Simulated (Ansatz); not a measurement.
Ansatz results at the PBE0-D4/def2-TZVP geometry: HOMO energy (PBE0/def2-TZVPP) -6.22 eV; HOMO–LUMO gap (PBE0/def2-TZVPP) 3.95 eV; LUMO energy (PBE/def2-TZVPP) -3.04 eV.

Each molecule was computed in one conformer, which needn't be the lowest.

Problem. Which molecule gave them?
A. `CC(S)=[Se]`
B. `N=C(S)CO`
C. `B[Se]CF`
D. `CB(N)[SiH2][SiH3]`

Solution. A. The others give `B[Se]CF`: -7.93, 6.38, -2.46; `CB(N)[SiH2][SiH3]`: -7.47, 7.08, -1.28; `N=C(S)CO`: -7.37, 6.92, -1.47.
